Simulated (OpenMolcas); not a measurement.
5s2 5p along the 49-electron sequence

* Program: OpenMolcas
* Method: XMS-CASPT2, IPEA 0.25 Eh, imaginary shift 0.1 Eh
* Basis: ANO-RCC-VTZP
* Scalar Hamiltonian: DKH2, point nucleus
* Spin-orbit coupling: state interaction with AMFI integrals over the reference wave functions, term energies averaged over their components

Active space for each ion: 3 electrons in 4 orbitals (5s 5p); closed shells correlated by CASPT2: 4d.

Computed levels in cm-1 above 2P* 1/2:

```csv
Level,In,Sn+,Xe5+
2P* 3/2,2100,3790,13900
weight of 2P* in the lowest level (%),100,100,100
```

Measured, with the error of the calculation in %. Measured levels: In, Sn+ from NIST Handbook of Basic Atomic Spectroscopic Data; Xe5+ from Saloman, J. Phys. Chem. Ref. Data 33, 765 (2004).

| Level | In | Sn+ | Xe5+ |
| --- | --- | --- | --- |
| 2P* 3/2 | 2213 (-5.2) | 4251 (-10.8) | 15599 (-10.9) |

The fine-structure level 2P* 3/2 changes by a factor of 6.62 from In to Xe5+. Its fourth root runs 6.77, 7.85, 10.86, with steps per unit of Z of 1.08, 0.75; equal steps would mean a (Z - σ)^4 law with constant σ.

CASPT2 does not keep the components of a term degenerate, so their means are used; among the terms shown or strongly mixed into the levels shown the widest spread is 130 cm-1 (5s2 5p 2P*, Sn+). Over all roots computed the reference weight is 0.84 to 0.93 in Sn+, 0.81 to 0.95 in Xe5+; the roots of lowest weight are the least certain, and an intruder state may touch them. Some high roots are left out of the spin-orbit mixing, which shifts the levels that they would mix with (holds for In). Computed and measured levels are paired by configuration, term and J; levels that our copy of the source lacks, or whose pairing is in doubt (as where it misses far off the trend of its configuration), stay unpaired and out of the deviations. Levels of configurations outside the active space are missing.

* marks odd parity.
